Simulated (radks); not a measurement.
Charge is removed step by step from the 5s down level of the gadolinium ion Gd+, starting from [Kr] 4d10 4f7 5s(up 1, down 1) 5p6 5d1 6s1. All-electron calculation, scalar-relativistic Kohn-Sham, LDA (Slater exchange, Perdew-Wang correlation), spin-polarised, spherical densities, point nucleus; open shells are filled with parallel spins first (spin-orbit coupling, left out, can overturn this in heavy ions). Program: a radial shooting solver on a logarithmic mesh with Libxc functionals.

| removed (e) | E - E(0) (eV) | eigenvalue (eV) | E minus straight line (eV) |
|---|---|---|---|
| 0 | 0.000 | -54.064 | 0.000 |
| 0.25 | 13.879 | -57.042 | -1.155 |
| 0.5 | 28.513 | -60.112 | -1.553 |
| 0.75 | 43.925 | -63.260 | -1.174 |
| 1 | 60.133 | -66.475 | 0.000 |

Removing the whole electron costs 60.133 eV by Delta-SCF, against 54.064 eV from minus the eigenvalue at the starting occupation. Slater's transition state (half an electron removed) gives 60.112 eV. Integrating minus the eigenvalue over the occupation (Janak's theorem) gives 60.164 eV. In this scalar-relativistic scheme the density is built from large components alone, so the theorem holds only approximately. The mean slope of the eigenvalue, de/dn, is 12.4 eV per electron.
